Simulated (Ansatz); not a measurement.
Two isomers of CH3FOZn: A = `FC[O][ZnH]`, B = `O[CH2][Zn][F]`.

Program: Ansatz. Geometries: PBE0-D4/def2-TZVP. ΔE: electronic, gas phase. CCSD(T)/CBS is the MP2 limit (def2-TZVPP, def2-QZVPP) plus CCSD(T) − MP2 in def2-TZVPP, frozen cores. DFT in def2-TZVPP. B3LYP here is the variant with VWN-RPA as its local correlation; programs differ in this. For Zn outer-core shells are correlated without core-valence functions, which leaves a few kJ/mol of doubt a bond. Scalar relativity is left out up to krypton. One conformer a species, not always the lowest.

Question: Which isomer does CCSD(T)/CBS put lower? Give the gap. (Estimate.)

Answer: The calculation gave: B, by 6.6 kcal/mol.

Question: Give E(B) − E(A) in kcal/mol with HF/def2-TZVPP, ωB97M-V, B2PLYP, MP2/def2-TZVPP, PBE-D4, PBE0-D4, B3LYP-D4. (Best estimate.)

Answer: Computed: HF/def2-TZVPP 1.0, ωB97M-V -3.9, B2PLYP -5.2, MP2/def2-TZVPP -5.8, PBE-D4 -6.9, PBE0-D4 -5.2, B3LYP-D4 -5.2. The order is the other way round with HF/def2-TZVPP.

Largest T1 diagnostic: 0.016.

From PBE to PBE0 (25 % exact exchange), in def2-TZVPP and without D4, E(B) − E(A) moves by +1.8 kcal/mol. In def2-TZVPP, CCSD(T) changes the Hartree–Fock value by −4.5 kcal/mol (the triples alone add −0.1 kcal/mol) and MP2 by −6.8 kcal/mol.
